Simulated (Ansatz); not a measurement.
`F[B]1[SiH2][GeH2]1` and `[BH]1[SiH2][GeH2]1` differ in one atom or group.

Ansatz, PBE0-D4/def2-TZVP geometries, multiplicity 1. 

Scalar relativity is left out up to krypton.

```json
{"property": "HOMO–LUMO gap (PBE/def2-TZVPP) / eV", "`F[B]1[SiH2][GeH2]1`": "3.00"}
{"property": "HOMO energy (B3LYP/def2-TZVPP) / eV", "`F[B]1[SiH2][GeH2]1`": "-6.60"}
{"property": "LUMO energy (B3LYP/def2-TZVPP) / eV", "`F[B]1[SiH2][GeH2]1`": "-2.14"}
{"property": "LUMO energy (ωB97M-V/def2-TZVPP) / eV", "`F[B]1[SiH2][GeH2]1`": "0.00"}
{"property": "size of the dipole moment (PBE/def2-TZVPP) / D", "`F[B]1[SiH2][GeH2]1`": "0.80"}
{"property": "HOMO energy (PBE/def2-TZVPP) / eV", "`F[B]1[SiH2][GeH2]1`": "-5.84"}
```

Question: Give the same properties after the change, and the shifts. (An estimate is asked.)

Answer: Ansatz gave: 
| property | `[BH]1[SiH2][GeH2]1` | shift |
| --- | --- | --- |
| HOMO–LUMO gap (PBE/def2-TZVPP) / eV | 3.04 | 0.04 |
| HOMO energy (B3LYP/def2-TZVPP) / eV | -6.32 | 0.28 |
| LUMO energy (B3LYP/def2-TZVPP) / eV | -2.13 | 0.01 |
| LUMO energy (ωB97M-V/def2-TZVPP) / eV | -0.20 | -0.20 |
| size of the dipole moment (PBE/def2-TZVPP) / D | 0.87 | 0.07 |
| HOMO energy (PBE/def2-TZVPP) / eV | -5.75 | 0.09 |

Dipoles are sizes alone; their direction can turn.

B3LYP here is the variant with VWN-RPA as its local correlation; programs differ in this.
